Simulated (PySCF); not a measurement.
Cl₂Ge, singlet, geometry from GFN2-xTB; B97M-V/6-31G* run with PySCF.

The PySCF input:
```python
from pyscf import gto, scf, dft

mol = gto.M(
    atom='''
Ge   -0.000593   -0.009850    0.718454
Cl    1.030045    1.300729   -0.657637
Cl   -1.028929   -1.282188   -0.694747
''',
    basis='6-31g*',
    charge=0,
    spin=0,
    verbose=4,
)

mf = dft.RKS(mol)
mf.xc = 'b97m_v'
mf.grids.atom_grid = (99, 590)
mf.grids.prune = None
mf.kernel()
```

What the program printed (banner, timings and long lists left out):

```
PySCF version 2.14.0

[INPUT] verbose = 4
[INPUT] num. atoms = 3
[INPUT] num. electrons = 66
[INPUT] charge = 0
[INPUT] spin (= nelec alpha-beta = 2S) = 0
[INPUT] symmetry False subgroup None
[INPUT] Mole.unit = angstrom
[INPUT] Symbol           X                Y                Z      unit          X                Y                Z       unit  Magmom
[INPUT]  1 Ge    -0.000593000000  -0.009850000000   0.718454000000 AA   -0.001120607592  -0.018613802327   1.357681293098 Bohr   0.0
[INPUT]  2 Cl     1.030045000000   1.300729000000  -0.657637000000 AA    1.946502945978   2.458021572279  -1.242753819381 Bohr   0.0
[INPUT]  3 Cl    -1.028929000000  -1.282188000000  -0.694747000000 AA   -1.944394011623  -2.422984160204  -1.312881555863 Bohr   0.0

nuclear repulsion = 312.620267003161
number of shells = 28
number of NR pGTOs = 197
number of NR cGTOs = 68
basis = 6-31g*
ecp = {}

******** <class 'pyscf.dft.rks.RKS'> ********
method = RKS
initial guess = minao
damping factor = 0
level_shift factor = 0
DIIS = <class 'pyscf.scf.diis.CDIIS'>
diis_start_cycle = 1
diis_space = 8
diis_damp = 0
SCF conv_tol = 1e-09
SCF conv_tol_grad = None
SCF max_cycles = 50
direct_scf = True
direct_scf_tol = 1e-13
XC library pyscf.dft.libxc version 7.1.2
    S. Lehtola, C. Steigemann, M. J. T. Oliveira, and M. A. L. Marques,  SoftwareX 7, 1–5 (2018)
XC functionals = b97m_v
    N. Mardirossian and M. Head-Gordon,  J. Chem. Phys. 142, 074111 (2015)
radial grids:
    Treutler-Ahlrichs [JCP 102, 346 (1995); DOI:10.1063/1.469408] (M4) radial grids

becke partition: Becke, JCP 88, 2547 (1988); DOI:10.1063/1.454033
pruning grids: None
grids dens level: 3
symmetrized grids: False
atomic radii adjust function: <function treutler_atomic_radii_adjust>
User specified grid scheme (99, 590)
** Following is NLC and NLC Grids **
NLC functional = b97m_v
radial grids:
    Treutler-Ahlrichs [JCP 102, 346 (1995); DOI:10.1063/1.469408] (M4) radial grids

becke partition: Becke, JCP 88, 2547 (1988); DOI:10.1063/1.454033
pruning grids: <function nwchem_prune>
grids dens level: 3
symmetrized grids: False
atomic radii adjust function: <function treutler_atomic_radii_adjust>
small_rho_cutoff = 0
Set gradient conv threshold to 3.16228e-05
Initial guess from minao.
tot grids = 175232
tot grids = 58400
init E= -2996.04678646585
  HOMO = -0.265764068057192  LUMO = -0.110733265346268  gap/eV = 4.21860
cycle= 1 E= -2996.4579313222  delta_E= -0.411  |g|= 0.535  |ddm|= 1.92
  HOMO = -0.229587992195845  LUMO = -0.164719368752706  gap/eV = 1.76517
cycle= 2 E= -2996.15949207789  delta_E= 0.298  |g|= 1.11  |ddm|= 2.03
  HOMO = -0.260897338010349  LUMO = -0.128758878535484  gap/eV = 3.59567
cycle= 3 E= -2996.534810468  delta_E= -0.375  |g|= 0.0752  |ddm|= 1.47
  HOMO = -0.267842042107776  LUMO = -0.137878809792312  gap/eV = 3.53648
cycle= 4 E= -2996.53611747206  delta_E= -0.00131  |g|= 0.0334  |ddm|= 0.156
  HOMO = -0.268445842312389  LUMO = -0.13677517652891  gap/eV = 3.58294
cycle= 5 E= -2996.53646270327  delta_E= -0.000345  |g|= 0.00409  |ddm|= 0.0399
  HOMO = -0.267508124962342  LUMO = -0.135950259016469  gap/eV = 3.57987
cycle= 6 E= -2996.53646757337  delta_E= -4.87e-06  |g|= 0.00072  |ddm|= 0.00935
  HOMO = -0.267559889038855  LUMO = -0.135977962225457  gap/eV = 3.58053
cycle= 7 E= -2996.53646767553  delta_E= -1.02e-07  |g|= 0.000211  |ddm|= 0.000965
  HOMO = -0.267566242095763  LUMO = -0.135985412551837  gap/eV = 3.58050
cycle= 8 E= -2996.5364676926  delta_E= -1.71e-08  |g|= 3.39e-05  |ddm|= 0.000431
  HOMO = -0.267569708588522  LUMO = -0.135990034629203  gap/eV = 3.58047
cycle= 9 E= -2996.53646769297  delta_E= -3.66e-10  |g|= 6.13e-06  |ddm|= 5.68e-05
  HOMO = -0.267569313614018  LUMO = -0.135990065922333  gap/eV = 3.58045
Extra cycle  E= -2996.53646769295  delta_E= 1.64e-11  |g|= 6.11e-06  |ddm|= 1.45e-05
converged SCF energy = -2996.53646769295
```
